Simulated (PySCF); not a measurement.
FH6NOSi2, SMILES N[SiH2]O[SiH2]F.

Geometry: PBE0-D3(BJ)/def2-SVP. This is a generated structure with no PubChem entry under its InChIKey; it may be hypothetical. The values are those of a single conformer.

All values below come from PBE/def2-TZVP (PySCF).

The total energy comes out as -812.17157 hartree and the highest occupied level is -6.56 eV. The lowest empty level is -0.38 eV and the orbital gap is 6.18 eV. The dipole moment is 2.57 D, the quadrupole, principal values (traceless, Buckingham form, about the centre of nuclear charge) is -4.70, 0.63, 4.08 D·Å and the mean static polarisability is 61.5 bohr³ (9.11 Å³). The polarisability, principal values is 56.0, 57.1, 71.4 bohr³.
